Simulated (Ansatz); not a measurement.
Cartesian coordinates in Å:
```
C -0.755 -0.270 0.320
Ge 0.759 0.754 -0.386
H -1.627 -0.145 -0.320
H -1.002 0.067 1.327
H -0.495 -1.331 0.358
H 1.119 0.306 -1.822
H 2.002 0.618 0.523
```

Charge 0, multiplicity 2.

Question: List the CAM-B3LYP/def2-TZVPP orbital energies in eV (the Gaussian-basis code of Ansatz). (Best estimate.)

Answer: The calculation gave: α occupied: -10851.83, -1356.07, -1207.07, -1207.01, -1207.00, -278.71, -170.88, -121.26, -121.12, -121.10, -34.76, -34.75, -34.74, -34.64, -34.64, -21.35, -16.37, -13.13, -13.09, -10.76, -10.44, -7.06. α empty: 1.74, 2.34, 2.88, 3.70, 4.01, 4.02, 5.57, 6.26. β occupied: -10851.79, -1356.06, -1207.01, -1206.99, -1206.99, -278.69, -170.82, -121.12, -121.10, -121.08, -34.67, -34.66, -34.64, -34.60, -34.60, -21.23, -15.74, -13.09, -12.92, -10.53, -10.23. β empty: -1.47, 1.86, 2.48, 3.26, 3.78, 4.03, 4.15, 5.99. ⟨S²⟩ = 0.751.
